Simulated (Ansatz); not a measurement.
`C[CH](C)[AlH][Cl]` + `CC(C)O[Si]F` → `CC(C)[O][Al]([Cl])[CH](C)C` + `F[SiH]`  (redistribution)

Calculated with Ansatz (gas phase, PBE0-D4/def2-TZVP geometries, no zero-point term in ΔE). CCSD(T)/CBS is the MP2 limit (def2-TZVPP, def2-QZVPP) plus CCSD(T) − MP2 in def2-TZVPP, frozen cores. This one scheme is used for every species. Functionals use def2-TZVPP. B3LYP here is the variant with VWN-RPA as its local correlation; programs differ in this. One conformer a species, not always the lowest.

```csv
level,ΔE (kcal/mol),difference from CCSD(T)/CBS
PBE0-D4,12.1,1.1
ωB97X-V,11.9,0.9
B2PLYP,12.1,1.1
PBE,13.5,2.5
PBE0,12.9,1.9
B3LYP,12.5,1.5
MP2/def2-TZVPP,11.3,0.3
SCS-MP2/def2-TZVPP,10.9,-0.1
HF/def2-QZVPP,11.0,0.0
SCS-MP2/def2-QZVPP,11.2,0.2
CCSD(T)/CBS,11.0,0
```

Largest T1 diagnostic among the species: 0.015.

The D4 term adds −1.0 kcal/mol with B3LYP and −0.8 kcal/mol with PBE0; it sums over pairs of atoms, weighted by their polarisabilities, and B3LYP, whose exchange is more repulsive, gets the larger term.
